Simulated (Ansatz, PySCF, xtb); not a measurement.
Spectroscopic constants of MgCl+, closed-shell singlet (lowest of 2S+1 = 1, 3 at CCSD(T)/def2-TZVPP on PBE0 minima; our sources give no spin for the ground state, which may be another).

Constants: fifth-degree fit in 1/R to seven points, most abundant isotopes. Runs in def2 and cc sets follow the lowest solution found near the PBE0 minimum. The singlet is held restricted.

Correlated levels freeze the inner cores; with def2 sets outer-core shells near the valence are correlated too. Rows in 6-31G* carry no dispersion term and start afresh at each structure (6-31G* with six Cartesian d functions). MP2/6-31G* freezes PySCF's default core, which is smaller on s-block atoms.

Codes used: Ansatz (an electronic-structure program); PySCF for 6-31G* rows; xtb for the GFN methods. Each number belongs to the level named beside it.

### Question
What bond length and harmonic frequency does GFN1-xTB give?

### Answer
r_e = 2.074 Å, ω_e = 546 cm⁻¹.

### Question
What bond length and harmonic frequency does MP2/6-31G* give?

### Answer
r_e = 2.129 Å, ω_e = 564 cm⁻¹.

### Question
What bond length and harmonic frequency does CCSD(T)/def2-QZVPP give?

### Answer
r_e = 2.101 Å, ω_e = 569 cm⁻¹.
